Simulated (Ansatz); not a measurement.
AuCl₄, SMILES [Cl][Au-]([Cl])([Cl])[Cl], charge -1, multiplicity 1.

Coordinates come from a PBE0-D3(BJ)/def2-SVPD optimisation. The spin state was assumed, not searched. The isomer is the one that the SMILES or the coordinates give; other isomers of the formula were not compared. The def2 effective core potentials stand for the cores of Au; spin–orbit coupling is left out.

Two levels are set side by side: PBE/def2-TZVPD (Ansatz, a program for electronic structure) and PBE0/def2-TZVPD (Ansatz). Energy differences of separate SCF runs at the same geometry; the states with an electron removed or added have multiplicity 2. Differences are taken from unrounded values.

```csv
quantity,PBE0,PBE,PBE minus PBE0
vertical ionisation energy (eV),5.79,5.15,-0.64
vertical singlet–triplet gap (eV),2.29,1.98,-0.32
```
